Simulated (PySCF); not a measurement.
Predicted microwave data (PBE0/pcSseg-1 in PySCF (dipole) on a GFN2-xTB geometry, gas phase) for one isomer of C6H10OS2Si:

| Item | Value |
| --- | --- |
| Rotational constants | A = 1767, B = 454.7, C = 409.0 MHz |
| Dipole components | \|μa\| = 2.42 D, \|μb\| = 0.25 D, \|μc\| = 1.06 D |
| Inertial defect | -161.94 u·Å² |
| κ | -0.93 |

Question: Which candidate fits, each taken in the one conformer that was computed?
A. `[CH3:1][C:2](=[S:3])/[CH:4]=[CH:5]\[Si@H:6]1[O:7][CH2:8][CH2:9][S:10]1` with C1–C2–C4–C5 175°, C4–C5–Si6–O7 93°, C5–Si6–O7–C8 113°, Si6–O7–C8–C9 -35°, O7–C8–C9–S10 48°, C8–C9–S10–Si6 -35°
B. `[CH2:1]=[C:2]([SiH2:3][O:4][C:5]([CH3:6])=[S:7])[C:8]([CH3:9])=[S:10]` with C1–C2–Si3–O4 141°, C2–Si3–O4–C5 -40°, Si3–O4–C5–C6 176°, C1–C2–C8–C9 -32°
C. `[CH3:1][S:2][SiH2:3][S:4][CH2:5][c:6]1[cH:7][cH:8][cH:9][o:10]1` with C1–S2–Si3–S4 42°, S2–Si3–S4–C5 162°, Si3–S4–C5–C6 52°, S4–C5–C6–C7 90°

Answer: C. It is CS[SiH2]SCc1ccco1, a near-prolate asymmetric top, point group C1. The candidates at the same level (rigid rotor, commonest isotopes):

| SMILES | A (MHz) | B (MHz) | C (MHz) | μa (D) | μb (D) | μc (D) | Δ (u·Å²) | point group | rotor |
| --- | --- | --- | --- | --- | --- | --- | --- | --- | --- |
| C=C([SiH2]OC(C)=S)C(C)=S | 1090 | 677.5 | 659.7 | 0.71 | 1.23 | 0.01 | -443.69 | C1 | near-prolate asymmetric top |
| CC(=S)/C=C\[Si@H]1OCCS1 | 2075 | 513.1 | 453.2 | 3.22 | 0.77 | 2.14 | -113.43 | C1 | near-prolate asymmetric top |
| CS[SiH2]SCc1ccco1 | 1767 | 454.7 | 409.0 | 2.42 | 0.25 | 1.06 | -161.94 | C1 | near-prolate asymmetric top |

`C=C([SiH2]OC(C)=S)C(C)=S` has C 61 % too high; `CC(=S)/C=C\[Si@H]1OCCS1` has A 17 % too high. No structure here is proved a minimum.
